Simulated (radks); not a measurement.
Q: The mean radii <r> (bohr) of the occupied orbitals of an atom or ion are listed with their occupations. All-electron calculation, scalar-relativistic Kohn-Sham, r2SCAN, spin-polarised, spherical densities, finite nucleus; meta-GGA in the generalised Kohn-Sham scheme; Fermi nuclear charge, rms radius of each element as measured or else 0.836 A^(1/3) + 0.57 fm. Program: a radial shooting solver on a logarithmic mesh with Libxc functionals.

| orbital | occ. | <r> |
|---|---|---|
| 1s down | 1 | 0.03517 |
| 1s up | 1 | 0.03517 |
| 2s up | 1 | 0.1536 |
| 2s down | 1 | 0.1536 |
| 2p up | 3 | 0.1340 |
| 2p down | 3 | 0.1339 |
| 3s up | 1 | 0.4278 |
| 3s down | 1 | 0.4279 |
| 3p up | 3 | 0.4299 |
| 3p down | 3 | 0.4299 |
| 3d up | 5 | 0.4153 |
| 3d down | 5 | 0.4153 |
| 4s up | 1 | 1.118 |
| 4s down | 1 | 1.106 |
| 4p up | 3 | 1.250 |
| 4p down | 3 | 1.230 |
| 5s up | 1 | 3.418 |
| 4d up | 5 | 1.955 |

Name the element and its charge. Open shells, if any, are filled with parallel spins first.

A: Z = 42, molybdenum, charge 0: Mo in [Kr] 4d5 5s1. The 1s radius gives Z: for a bare nucleus <r> = (2 gamma + 1)/(2Z) with gamma = sqrt(1 - (Z/c)^2), 0.03457 bohr for Z = 42, and screening makes it slightly larger (0.03517 here). The occupations add up to 42, and the charge is Z minus that.
